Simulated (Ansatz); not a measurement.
Reactions of F₂GeH₄SSi (`F[Si](F)(S)[GeH3]`).

Computed with Ansatz on PBE0-D4/def2-TZVP structures; ΔE is electronic, products minus reactants. CCSD(T)/CBS is the MP2 limit (def2-TZVPP, def2-QZVPP) plus CCSD(T) − MP2 in def2-TZVPP, frozen cores. This one scheme is used for every species, atoms too. For atomizations the MP2-based limit and the directly extrapolated one differ by several kJ/mol either way, and by 10 to 25 for some Ge, Se and Sn compounds, so smaller differences from it don't rank the levels. Functionals use def2-TZVPP. No spin–orbit coupling; open shells (•) take unrestricted orbitals. Spin–orbit coupling would lower the free atoms: a little for F, S, Si; clearly for Ge. For Ge outer-core shells are correlated without core-valence functions, so the limit isn't a true one: a few kJ/mol of doubt a bond, and 10 to 20 or more in all where bonds break to atoms. Scalar relativity is left out up to krypton. Each species was taken in one conformer, which may not be the lowest.

```tsv
reaction	CCSD(T)/CBS(def2) (kJ/mol)
`F[Si](F)(S)[GeH3]` → `F[SiH](F)S` + `[GeH2]`	?
`F[Si](F)(S)[GeH3]` + `BS` → `B[S][GeH3]` + `F[SiH](F)S`	-31
`F[Si](F)(S)[GeH3]` → `F[SiH](F)[S][GeH3]`	-45
`F[Si](F)(S)[GeH3]` + `N[SiH](F)Cl` → `F[SiH](Cl)[NH][GeH3]` + `F[SiH](F)S`	-2
`F[Si](F)(S)[GeH3]` + H₂S → `F[Si](F)(S)S` + GeH₄	-52
`F[Si](F)(S)[GeH3]` + NH₃ → `N[Si](F)(F)S` + GeH₄	-68
`F[Si](F)(S)[GeH3]` + H₂ → `F[SiH](F)[GeH3]` + H₂S	49
`F[Si](F)(S)[GeH3]` + H₂ → `F[SiH](F)S` + GeH₄	?
`F[Si](F)(S)[GeH3]` → 2 F• + Ge• + 4 H• + S• + Si•	?
`F[Si](F)(S)[GeH3]` + `S[SiH2]Cl` → `Cl[SiH2][S][GeH3]` + `F[SiH](F)S`	-39
```

Task: Fill in the missing values. (Estimate.)

Result: The calculation gave: `F[Si](F)(S)[GeH3]` → `F[SiH](F)S` + `[GeH2]`: +178.9 kJ/mol; `F[Si](F)(S)[GeH3]` + H₂ → `F[SiH](F)S` + GeH₄: -10.1 kJ/mol; `F[Si](F)(S)[GeH3]` → 2 F• + Ge• + 4 H• + S• + Si•: +3003.8 kJ/mol.

Largest T1 diagnostic: 0.015, for `BS`.
